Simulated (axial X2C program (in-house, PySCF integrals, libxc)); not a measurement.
**GeS: nuclear properties from DFT to coupled cluster**

Calculated with an axial X2C code built on PySCF integrals: two-component X2C with atomic mean-field Coulomb and Gaunt terms, Gaussian nuclei, basis Ge dyall-acv3z, S dyall-av3z with contracted cores.

R = 2.015 Å (near the PBE0 minimum at charge 0 of the determinant lowest at the starting distance; the state shown can have its own minimum elsewhere); state Ω = 0 (closed shell).

```json
{"level": "PBE0", "qzz Ge (a.u.)": "-4.43", "qzz S (a.u.)": "-0.33", "μ (D)": "-2.30"}
{"level": "HF", "qzz Ge (a.u.)": "-5.25", "qzz S (a.u.)": "-0.23", "μ (D)": "-2.90"}
{"level": "B3LYP", "qzz Ge (a.u.)": "-4.34", "qzz S (a.u.)": "-0.38", "μ (D)": "-2.28"}
```

qzz is the electric field gradient, eQq0 = 234.96 MHz × Q/barn × qzz; μ is positive if the S end (last atom) is positive. The operators were transformed with the bare-nucleus X2C matrices; with these basis sets, hyperfine constants and field gradients can be off by tens of per cent, and where levels differ in sign neither size nor sign is settled.

Finite-field MP2, CCSD and CCSD(T), with 20 electrons correlated in 130 natural virtual spinors (MP2 remainder added):

| level | qzz Ge (a.u.) | qzz S (a.u.) | μ (D) |
| --- | --- | --- | --- |
| MP2 | -4.23 | -0.49 | -1.99 |
| CCSD | -4.47 | -0.37 | -2.25 |
| CCSD(T) | -4.18 | -0.44 | -2.03 |

T1 = 0.019 (Lee–Taylor). One unrestricted determinant, the lowest of a limited PBE0 search, is the reference; the functionals treat spin collinearly. Correlation of the inner shells is missing, which matters for properties at the nucleus. Number of frozen shells: Ge 3 s, 2 p; S 2 s, 1 p.

By how much does correlation change each value, CCSD(T) against HF?

qzz Ge -20 %; qzz S 91 %; μ -30 %.
